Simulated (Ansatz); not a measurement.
CH₂O ··· AsH₃

The pair of CH₂O (SMILES C=O, atoms 1–4) and AsH₃ (SMILES [AsH3], atoms 5–8), both closed shells, in one local arrangement (a lower one may exist), relaxed at PBE0-D4/def2-TZVP:

```json
{"atom": "C1", "x (Å)": "0.1503", "y (Å)": "-0.0671", "z (Å)": "-2.0301"}
{"atom": "O2", "x (Å)": "0.9387", "y (Å)": "0.4277", "z (Å)": "-1.2775"}
{"atom": "H3", "x (Å)": "-0.7775", "y (Å)": "-0.5507", "z (Å)": "-1.6665"}
{"atom": "H4", "x (Å)": "0.3111", "y (Å)": "-0.0651", "z (Å)": "-3.1262"}
{"atom": "As5", "x (Å)": "-0.5152", "y (Å)": "-0.1531", "z (Å)": "1.5573"}
{"atom": "H6", "x (Å)": "0.9013", "y (Å)": "-0.6357", "z (Å)": "1.8148"}
{"atom": "H7", "x (Å)": "-0.1180", "y (Å)": "1.3057", "z (Å)": "1.6977"}
{"atom": "H8", "x (Å)": "-0.8908", "y (Å)": "-0.2616", "z (Å)": "3.0304"}
```

Program: Ansatz 0.2.0. Basis: def2-TZVPPD, with def2-QZVPPD for the basis limit. Cores are frozen in the correlated methods. Filled d shells of the heavier atoms are correlated. The def2 sets are not built for correlating such inner shells, so the correlated values are less sure here. B3LYP uses VWN-RPA correlation. Extrapolation: Hartree–Fock as exp(−7.88 √X), correlation as X^−2.97. Interaction energies count from these two fragments, frozen as in the pair, with the counterpoise correction; negative means bound.

Task: What is the interaction energy by CCSD(T) at an estimated basis limit (MP2 extrapolated from triple and quadruple zeta, plus CCSD(T) − MP2 in triple zeta)? (Judge from chemistry; the value comes from the calculation.)

Result: The calculation gives: -8.4 kJ/mol. Hartree–Fock alone gives -1.0 kJ/mol at the basis limit. It counts from the two fragments frozen as in the pair.

The same quantity by other methods in triple zeta, and each one's difference from that estimate:
| method | E_int (kJ/mol) | difference |
| --- | --- | --- |
| PBE-D4 | -9.3 | -0.9 |
| revPBE-D4 | -8.4 | 0.0 |
| BLYP-D4 | -8.4 | 0.0 |
| r2SCAN-D4 | -8.1 | 0.2 |
| B97M-V | -8.9 | -0.5 |
| PBE0-D4 | -9.0 | -0.6 |
| B3LYP-D4 | -8.9 | -0.6 |
| HSE06-D4 | -9.0 | -0.6 |
| wB97X-V | -8.9 | -0.5 |
| wB97M-V | -8.8 | -0.4 |
| B2PLYP | -4.6 | 3.8 |
| HF | -1.0 | 7.4 |
| MP2 | -7.7 | 0.7 |
| CCSD | -6.0 | 2.4 |
| CCSD(T) | -7.1 | 1.3 |
Differences are method less estimate.

Basis-set superposition shift (counterpoise-corrected less uncorrected): CCSD(T) 2.5; MP2 2.6; HF 0.5; PBE0-D4 0.5; wB97M-V 0.6 kJ/mol.

T1 diagnostic: at most 0.016.

For scale, one of the runs: CCSD(T)/def2-TZVPPD, 216 basis functions, launched by `ansatz run in.yaml --threads 4 --pin off --events-out ev --progress --plain --max-ram 9574MiB`. Hardware: 4 CPU threads of an Intel Xeon Platinum 8488C, shared host. Wall time 40 s; peak host memory 3.2 GiB.
